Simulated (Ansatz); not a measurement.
Cost and result up the ladder for the cluster Li₃Cl₃ (6 atoms). Total charge 0; singlet. Geometry: PBE-D4/def2-SVP.

```xyz
6

Li    0.209   -1.126    1.834
Li   -0.648    1.177    0.078
Li    0.530   -0.542   -1.113
Cl   -0.238    1.281   -2.085
Cl    1.528    0.375    0.951
Cl   -1.381   -1.166    0.336
```

Ansatz on 4 threads of Arm Neoverse V2 on a shared host. Times are rough, and most runs start from the orbitals of an earlier one. PBE0-D4/def2-TZVP serves as the yardstick here, not as an exact answer. Binding counts from free atoms at the same level (Li doublet, Cl doublet; other spins of the atoms weren't run), without zero-point energy or a counterpoise term.

LC-ωPBE has ω = 0.4 bohr⁻¹. B3LYP takes the VWN-RPA correlation. Correlated methods freeze 15 core orbitals; core or outer-core shells of Li are correlated, in sets that lack core-valence functions. Another isomer (singlet) lies 0.49 eV lower at PBE0-D4/def2-TZVP; other spin states weren't run for this one.

Correlated methods converge slowly with the basis.

| level | functions | wall time |
| --- | --- | --- |
| PBE-D4/def2-TZVP (with forces) | 153 | 1.4 s |
| PBE0-D4/def2-TZVP | 153 | 1.4 s |
| LC-ωPBE/def2-TZVP | 153 | 1.4 s |
| B3LYP-D4/def2-TZVP | 153 | 1.7 s |
| r2SCAN-D4/def2-TZVP | 153 | 2.7 s |
| CCSD(T)/def2-TZVPP | 183 | 33 s |

Q: Estimate what each level gives for the binding energy per atom (eV).

A: 
| level | binding energy per atom (eV) | difference from PBE0-D4/def2-TZVP (eV) |
| --- | --- | --- |
| PBE-D4/def2-TZVP (with forces) | 2.95 | 0.02 |
| PBE0-D4/def2-TZVP | 2.93 | 0.00 |
| LC-ωPBE/def2-TZVP | 2.91 | -0.02 |
| B3LYP-D4/def2-TZVP | 2.94 | 0.01 |
| r2SCAN-D4/def2-TZVP | 2.99 | 0.05 |
| CCSD(T)/def2-TZVPP | 2.91 | -0.02 |
